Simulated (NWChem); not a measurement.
System: C2H5O, doublet; SMILES C[CH]O

NWChem input:

```
start job
memory heap 200 mb stack 900 mb global 1100 mb
geometry units angstroms noautosym nocenter noautoz
  C     -0.216893    -1.220610    -0.007401
  C      0.492894     0.079832    -0.142557
  O     -0.280168     1.177710     0.165072
  H      0.405005    -2.034717    -0.394734
  H     -0.470962    -1.462183     1.040135
  H     -1.159293    -1.209231    -0.569718
  H      1.556617     0.153548     0.090802
  H      0.265234     1.974870     0.089954
end
basis spherical
  C library 6-31g*
  O library 6-31g*
  H library 6-31g*
end
dft
  odft
  mult 2
  xc hfexch
  iterations 150
  mulliken
end
task dft energy
esp
  recalculate
  probe 0.07
  range 0.3
  factor 1.0
  spacing 0.02
end
task esp
```

Parts of the log:

```
             Northwest Computational Chemistry Package (NWChem) 7.3.0
             --------------------------------------------------------

                             Geometry "geometry" -> ""
                             -------------------------

 Output coordinates in angstroms (scale by  1.889725989 to convert to a.u.)

  No.       Tag          Charge          X              Y              Z
 ---- ---------------- ---------- -------------- -------------- --------------
    1 C                    6.0000    -0.21689300    -1.22061000    -0.00740100
    2 C                    6.0000     0.49289400     0.07983200    -0.14255700
    3 O                    8.0000    -0.28016800     1.17771000     0.16507200
    4 H                    1.0000     0.40500500    -2.03471700    -0.39473400
    5 H                    1.0000    -0.47096200    -1.46218300     1.04013500
    6 H                    1.0000    -1.15929300    -1.20923100    -0.56971800
    7 H                    1.0000     1.55661700     0.15354800     0.09080200
    8 H                    1.0000     0.26523400     1.97487000     0.08995400

 Effective nuclear repulsion energy (a.u.)      74.7634297827

  xc_inp: hfexch multiplicative factor not found.

                                 NWChem DFT Module
                                 -----------------

 Summary of "ao basis" -> "ao basis" (spherical)
 ------------------------------------------------------------------------------
       Tag                 Description            Shells   Functions and Types
 ---------------- ------------------------------  ------  ---------------------
 C                           6-31g*                  6       14   3s2p1d
 O                           6-31g*                  6       14   3s2p1d
 H                           6-31g*                  2        2   2s

            General Information
            -------------------
          SCF calculation type: DFT
          Wavefunction type:  spin polarized.
          No. of atoms     :     8
          No. of electrons :    25
           Alpha electrons :    13
            Beta electrons :    12
          Charge           :     0
          Spin multiplicity:     2
          Use of symmetry is: off; symmetry adaption is: off
          Maximum number of iterations: 150
          AO basis - number of functions:    52
                     number of shells:    28
          Convergence on energy requested:  1.00D-06
          Convergence on density requested:  1.00D-05
          Convergence on gradient requested:  5.00D-04

              XC Information
              --------------
                     Hartree-Fock (Exact) Exchange  1.000

      Superposition of Atomic Density Guess
      -------------------------------------

 Sum of atomic energies:        -152.56602322

      Non-variational initial energy
      ------------------------------

 Total energy =    -154.038702
 1-e energy   =    -354.307312
 2-e energy   =     125.505180
 HOMO         =      -0.073978
 LUMO         =       0.134368

     ---------------------------------------------
      Total Density - Mulliken Population Analysis
     ---------------------------------------------

    Atom       Charge   Shell Charges
 -----------   ------   -------------------------------------------------------
    1 C    6     6.72   2.00  0.72  2.06  0.67  1.23  0.03
    2 C    6     5.90   2.00  0.71  1.69  0.57  0.88  0.05
    3 O    8     8.80   2.00  0.93  3.03  0.92  1.90  0.02
    4 H    1     0.76   0.46  0.30
    5 H    1     0.78   0.46  0.32
    6 H    1     0.77   0.46  0.31
    7 H    1     0.82   0.47  0.34
    8 H    1     0.46   0.36  0.10

     --------------------------------------------
      Spin Density - Mulliken Population Analysis
     --------------------------------------------

    Atom       Charge   Shell Charges
 -----------   ------   -------------------------------------------------------
    1 C    6     0.02   0.00  0.00  0.01 -0.00  0.00  0.01
    2 C    6     0.77   0.00  0.01  0.39  0.03  0.34  0.00
    3 O    8     0.10   0.00  0.00  0.08 -0.00  0.02  0.00
    4 H    1     0.00   0.00  0.00
    5 H    1     0.07   0.03  0.04
    6 H    1     0.02   0.01  0.01
    7 H    1     0.02   0.01  0.01
    8 H    1     0.00   0.00  0.00

   convergence    iter        energy       DeltaE   RMS-Dens  Diis-err
 ---------------- ----- ----------------- --------- --------- ---------
 d= 0,ls=0.0,diis     1   -153.3926206873 -2.28D+02  4.43D-03  8.70D-02
                                                     3.73D-03  8.90D-02
 d= 0,ls=0.0,diis     2   -153.4396953216 -4.71D-02  1.71D-03  1.48D-02
                                                     1.50D-03  1.70D-02
 d= 0,ls=0.0,diis     3   -153.4472911248 -7.60D-03  9.24D-04  2.40D-03
                                                     6.47D-04  2.41D-03
 d= 0,ls=0.0,diis     4   -153.4490571494 -1.77D-03  3.84D-04  1.49D-04
                                                     2.70D-04  1.89D-04
 d= 0,ls=0.0,diis     5   -153.4493123462 -2.55D-04  2.11D-04  3.28D-05
                                                     2.05D-04  5.27D-05
  Resetting Diis
 d= 0,ls=0.0,diis     6   -153.4493898019 -7.75D-05  8.28D-05  8.52D-06
                                                     8.90D-05  6.30D-06
 d= 0,ls=0.0,diis     7   -153.4494024428 -1.26D-05  2.04D-05  1.25D-06
                                                     2.01D-05  1.26D-06
 d= 0,ls=0.0,diis     8   -153.4494038940 -1.45D-06  2.33D-05  5.16D-07
                                                     2.18D-05  5.00D-07
 d= 0,ls=0.0,diis     9   -153.4494048030 -9.09D-07  1.38D-05  1.25D-07
                                                     1.15D-05  1.10D-07
 d= 0,ls=0.0,diis    10   -153.4494050029 -2.00D-07  4.95D-06  9.86D-09
                                                     3.29D-06  1.31D-08

         Total DFT energy =     -153.449405002896
      One electron energy =     -356.795721106463
           Coulomb energy =      148.981924821276
    Exchange-Corr. energy =      -20.399038500417
 Nuclear repulsion energy =       74.763429782708

 Numeric. integr. density =        0.000000000000

                    DFT Final Alpha Molecular Orbital Analysis
                    ------------------------------------------

 Vector   11  Occ=1.000000D+00  E=-5.330070D-01
              MO Center= -3.5D-01, -4.1D-01,  1.5D-01, r^2= 2.5D+00
   Bfn.  Coefficient  Atom+Function         Bfn.  Coefficient  Atom+Function
  ----- ------------  ---------------      ----- ------------  ---------------
    33      0.372668  3 O  pz                 5     -0.328385  1 C  pz
    37      0.275263  3 O  pz                45     -0.199841  5 H  s
     9     -0.190512  1 C  pz                46     -0.165148  5 H  s
    47      0.164514  6 H  s                 48      0.127778  6 H  s
    31      0.098256  3 O  px                 3     -0.084388  1 C  px

 Vector   12  Occ=1.000000D+00  E=-4.995147D-01
              MO Center=  1.4D-01,  1.6D-01,  5.4D-03, r^2= 2.3D+00
   Bfn.  Coefficient  Atom+Function         Bfn.  Coefficient  Atom+Function
  ----- ------------  ---------------      ----- ------------  ---------------
    31      0.363366  3 O  px                17     -0.309631  2 C  px
    35      0.288154  3 O  px                 3      0.227363  1 C  px
    49     -0.201326  7 H  s                 50     -0.189603  7 H  s
     4      0.139594  1 C  py                 7      0.135653  1 C  px
    34     -0.131737  3 O  s                 21     -0.123885  2 C  px

 Vector   13  Occ=1.000000D+00  E=-3.194196D-01
              MO Center=  2.8D-01,  1.3D-01, -1.3D-01, r^2= 1.8D+00
   Bfn.  Coefficient  Atom+Function         Bfn.  Coefficient  Atom+Function
  ----- ------------  ---------------      ----- ------------  ---------------
    19      0.542686  2 C  pz                23      0.473371  2 C  pz
    33     -0.328437  3 O  pz                37     -0.329555  3 O  pz
    20     -0.237399  2 C  s                 46     -0.205382  5 H  s
    50      0.129889  7 H  s                 45     -0.123224  5 H  s
    48      0.118313  6 H  s                  5     -0.105600  1 C  pz

[...]

                     NWChem Electrostatic Potential Fit Module
                     -----------------------------------------

 Atom parameters

 Number of atoms is                                    8
 Number of basis functions is                         52

 Grid parameters

 Maximum number of grid points is                  33883
 Number of grid points is                          33882
 Grid range                                     0.300000 nm
 Grid spacing                                   0.020000 nm
 Probe radius                                   0.070000 nm
 Atom radius factor                             1.000000

 Atomic radii

    1    0.100000
    6    0.147000
    8    0.136000
 FASTESP  F
  using M.O. file = ./job.movecs

    Atom              Coordinates                           Charge

                                                  ESP

    1 C    -0.021689   -0.122061   -0.000740    0.098703
    2 C     0.049289    0.007983   -0.014256   -0.007786
    3 O    -0.028017    0.117771    0.016507   -0.561545
    4 H     0.040501   -0.203472   -0.039473   -0.038692
    5 H    -0.047096   -0.146218    0.104014    0.016366
    6 H    -0.115929   -0.120923   -0.056972    0.016994
    7 H     0.155662    0.015355    0.009080    0.074108
    8 H     0.026523    0.197487    0.008995    0.401853
                                            ------------
                                               -0.000000

 Dipole moment                                  0.599471

 Quadrupole moment Qxx                         -1.416063
                   Qyy                          4.518661
                   Qzz                         -3.102598

 RMS deviation kJ/mol                           0.076314

 RRMS %                                        33.029357
```

Level: UHF/6-31G* (spherical d). Coordinates come from a B3LYP/6-31G* (spherical d), spin-unrestricted optimisation. No stability test was run on the SCF state.
